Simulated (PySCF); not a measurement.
CH₃F₃O₂W, multiplicity 1. Atoms are numbered in the order given.

```xyz
10

W      0.0443     0.1859     0.1213
O      1.5889     0.7386     0.4771
F     -1.0660     1.1043     1.3058
F     -0.6392     1.3500    -1.1673
F     -0.2875    -1.2493     1.2826
O      0.3280    -1.0947    -1.1727
C     -0.0436    -2.3091    -1.7495
H     -0.3839    -3.0031    -0.9625
H     -0.8580    -2.1540    -2.4749
H      0.8243    -2.7435    -2.2669
```

Geometry optimised at PBE0-D3(BJ)/def2-SVP. The spin state was assumed, not searched. The def2 effective core potentials stand for the cores of W; spin–orbit coupling is left out. One conformer was computed; it need not be the lowest.

These are PBE0-D3(BJ)/def2-SVP in PySCF 2.14.0 values and carry that method's errors.

Frequencies are harmonic and unscaled.

Computed normal modes with their intensities:
```csv
mode,ν (cm⁻¹),IR (km/mol),moving atoms (share of kinetic energy)
1,30,1.7,"C 35 %, F 33 %, H 21 %"
2,66,3.7,"F 37 %, C 31 %, H 19 %, O 10 %"
3,101,1.2,"H 65 %, F 23 %"
4,108,1.1,"F 51 %, H 35 %, O 12 %"
5,254,21.1,"F 83 %, W 12 %"
6,266,13.6,"F 46 %, O 42 %, W 10 %"
7,283,6.9,"O 57 %, F 33 %, W 9 %"
8,300,21.4,"F 64 %, O 20 %, W 11 %"
9,310,6.7,O 82 %
10,381,5.5,"O 48 %, F 41 %"
11,578,49.4,"O 38 %, C 31 %, F 12 %, H 10 %, W 9 %"
12,665,58.7,F 85 %
13,698,191.7,"F 84 %, W 16 %"
14,717,137.4,F 92 %
15,1084,165.3,"O 91 %, W 9 %"
16,1161,1.8,"H 74 %, C 20 %"
17,1172,8.3,"H 74 %, C 19 %"
18,1233,368.0,"O 60 %, C 35 %"
19,1449,7.8,H 92 %
20,1461,8.0,H 95 %
21,1470,5.6,H 94 %
22,3041,28.9,H 98 %
23,3143,8.3,"H 90 %, C 10 %"
24,3164,8.8,"H 90 %, C 10 %"
```
